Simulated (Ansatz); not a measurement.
Calculated with Ansatz (gas phase, PBE0-D4/def2-TZVP geometries, no zero-point term in ΔE). CCSD(T)/CBS adds triple-zeta CCSD(T) − MP2 to the extrapolated MP2 energy (def2 sets, frozen cores). This one scheme is used for every species. Functionals use def2-TZVPP. B3LYP here is the variant with VWN-RPA as its local correlation; programs differ in this. One conformer a species, not always the lowest.

`C=NBC[SiH3]` + `CCl` → `C=NBCCl` + `C[SiH3]`  (formal exchange of groups at a B–C bond)

```
             level  ΔE (kJ/mol)
          B3LYP-D4          1.6
            B2PLYP          2.1
            r2SCAN          2.3
SCS-MP2/def2-TZVPP          3.5
CCSD(T)/def2-TZVPP          3.2
    MP2/def2-QZVPP          3.6
      HF/CBS(def2)          3.2
     MP2/CBS(def2)          3.3
```

Problem. What does CCSD(T)/CBS give? (An estimate is asked.)

Solution. Ansatz gave: +2.5 kJ/mol. The listed levels differ from it by -0.9, -0.4, -0.2, 1.0, 0.7, 1.1, 0.7, 0.8 kJ/mol.

Largest T1 diagnostic among the species: 0.014.
